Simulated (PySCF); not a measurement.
Simulation results for BGeH4

All values are calculated (PySCF 2.14.0). Calculation on a computer-drawn molecule: vertical ionisation energy to the stated ion spin, frozen-core CCSD(T) at the basis limit and cheaper methods, single-reference cases, UHF for radicals, no spin-orbit; all values are single points at the evaluated structure, the first of each entry, which is the reference or a displaced copy of it and isn't optimised; the reference structure only sets the zero of the energies above reference; triples share is (T) over the correlation energy; on germanium a core potential holds 10 electrons, which the energies leave out, and 3d is frozen in MP2 and coupled-cluster steps.

Common to all runs: charge 0; multiplicity 2; ion multiplicity 1; diffuse functions no; basis cc-pVnZ; basis and core potential on germanium cc-pVnZ-PP ECP10MDF; reference is the Hartree-Fock double-zeta minimum; best is HF at quadruple zeta + MP2 correlation extrapolated from triple and quadruple zeta + CCSD(T) minus MP2 at triple zeta; basis step is the size of the change from the same recipe one zeta lower.

(1) BGeH4

Evaluated structure:
```xyz
6
BGeH4
B     -1.9149     1.2727     0.7245
Ge    -1.7416     0.8610    -1.3553
H     -2.5319     2.0332     1.4351
H     -0.2569     0.9206    -1.6478
H     -2.7347     1.7928    -2.3788
H     -2.1634    -0.6852    -1.4804
```

Reference structure:
```xyz
6
BGeH4
B     -1.8793     1.2994     0.7746
Ge    -1.7205     0.8277    -1.2380
H     -2.5300     2.0844     1.3982
H     -0.2572     0.9762    -1.6728
H     -2.5856     1.6959    -2.1647
H     -2.1338    -0.6369    -1.4318
```

- ionisation energy best: 8.103 eV
- ionisation energy basis step: 0.02575 eV
- energy above reference best: 6.586 kcal/mol
- energy above reference basis step: 0.05541 kcal/mol
- total energy HF triple zeta: -320.3027 hartree
- total energy CCSD(T) triple zeta: -320.5495 hartree
- total energy best: -320.5758 hartree
- T1 diagnostic at triple zeta: 0.01457
- D1 diagnostic at triple zeta: 0.0336
- spin squared at triple zeta: 0.7588
- ion T1 diagnostic at triple zeta: 0.01922
- ion D1 diagnostic at triple zeta: 0.04256
- triples share at triple zeta: 0.02983
- basis functions triple zeta: 125
- dipole magnitude HF at triple zeta: 0.4874 debye
- dipole magnitude CCSD unrelaxed at triple zeta: 0.4367 debye
- dipole magnitude PBE at triple zeta: 0.3736 debye
- dipole magnitude r2SCAN at triple zeta: 0.3623 debye
- dipole magnitude B3LYP at triple zeta: 0.4169 debye
- dipole magnitude wB97X at triple zeta: 0.4584 debye

Drawn bonds:
```csv
atom,other atom,order
1,2,1
1,3,1
2,4,1
2,5,1
2,6,1
```

Triple zeta:
```csv
method,ionisation energy (eV),energy above reference (kcal/mol)
HF,7.74,7.921
PBE,8.136,5.577
r2SCAN,8.327,7.442
B3LYP,8.2,6.645
wB97X,8.142,7.578
MP2,8.07,7.459
CCSD,8.051,6.692
CCSD(T),8.065,6.455
```

(2) BGeH4

Evaluated structure:
```xyz
6
BGeH4
B     -1.9153     1.2778     0.7698
Ge    -1.7686     0.8136    -1.2130
H     -2.5089     2.0883     1.4354
H     -0.2731     0.9620    -1.6727
H     -2.6462     1.6252    -2.0940
H     -2.1289    -0.6295    -1.4809
```

Reference structure:
```xyz
6
BGeH4
B     -1.8793     1.2994     0.7746
Ge    -1.7205     0.8277    -1.2380
H     -2.5300     2.0844     1.3982
H     -0.2572     0.9762    -1.6728
H     -2.5856     1.6959    -2.1647
H     -2.1338    -0.6369    -1.4318
```

* ionisation energy best: 8.189 eV
* ionisation energy basis step: 0.0227 eV
* energy above reference best: 1.259 kcal/mol
* energy above reference basis step: 0.01869 kcal/mol
* total energy HF triple zeta: -320.3132 hartree
* total energy CCSD(T) triple zeta: -320.5577 hartree
* total energy best: -320.5843 hartree
* T1 diagnostic at triple zeta: 0.01405
* D1 diagnostic at triple zeta: 0.03096
* spin squared at triple zeta: 0.7578
* ion T1 diagnostic at triple zeta: 0.01995
* ion D1 diagnostic at triple zeta: 0.04364
* triples share at triple zeta: 0.02849
* basis functions triple zeta: 125
* dipole magnitude HF at triple zeta: 0.592 debye
* dipole magnitude CCSD unrelaxed at triple zeta: 0.5137 debye
* dipole magnitude PBE at triple zeta: 0.4615 debye
* dipole magnitude r2SCAN at triple zeta: 0.4353 debye
* dipole magnitude B3LYP at triple zeta: 0.4923 debye
* dipole magnitude wB97X at triple zeta: 0.5491 debye

Drawn bonds:
```csv
atom,other atom,order
1,2,1
1,3,1
2,4,1
2,5,1
2,6,1
```

Triple zeta:
```csv
method,ionisation energy (eV),energy above reference (kcal/mol)
HF,7.833,1.386
PBE,8.175,1.105
r2SCAN,8.369,0.7832
B3LYP,8.256,1.1
wB97X,8.209,0.9928
MP2,8.157,1.233
CCSD,8.142,1.299
CCSD(T),8.151,1.309
```

(3) BGeH4

Evaluated structure:
```xyz
6
BGeH4
B     -1.9153     1.2778     0.7698
Ge    -1.7686     0.8136    -1.2130
H     -2.5089     2.0883     1.4354
H     -0.2731     0.9620    -1.6727
H     -2.6462     1.6252    -2.0940
H     -2.1098    -0.5531    -1.4667
```

Reference structure:
```xyz
6
BGeH4
B     -1.8793     1.2994     0.7746
Ge    -1.7205     0.8277    -1.2380
H     -2.5300     2.0844     1.3982
H     -0.2572     0.9762    -1.6728
H     -2.5856     1.6959    -2.1647
H     -2.1338    -0.6369    -1.4318
```

- ionisation energy best: 8.179 eV
- ionisation energy basis step: 0.02311 eV
- energy above reference best: 3.749 kcal/mol
- energy above reference basis step: 0.006787 kcal/mol
- total energy HF triple zeta: -320.3095 hartree
- total energy CCSD(T) triple zeta: -320.5537 hartree
- total energy best: -320.5803 hartree
- T1 diagnostic at triple zeta: 0.01385
- D1 diagnostic at triple zeta: 0.0309
- spin squared at triple zeta: 0.7578
- ion T1 diagnostic at triple zeta: 0.0195
- ion D1 diagnostic at triple zeta: 0.04191
- triples share at triple zeta: 0.02826
- basis functions triple zeta: 125
- dipole magnitude HF at triple zeta: 0.5295 debye
- dipole magnitude CCSD unrelaxed at triple zeta: 0.4673 debye
- dipole magnitude PBE at triple zeta: 0.4287 debye
- dipole magnitude r2SCAN at triple zeta: 0.3948 debye
- dipole magnitude B3LYP at triple zeta: 0.4468 debye
- dipole magnitude wB97X at triple zeta: 0.4971 debye

Drawn bonds:
```csv
atom,other atom,order
1,2,1
1,3,1
2,4,1
2,5,1
2,6,1
```

Triple zeta:
```csv
method,ionisation energy (eV),energy above reference (kcal/mol)
HF,7.816,3.671
PBE,8.169,3.666
r2SCAN,8.361,2.809
B3LYP,8.246,3.385
wB97X,8.196,3.136
MP2,8.144,3.541
CCSD,8.13,3.783
CCSD(T),8.14,3.835
```
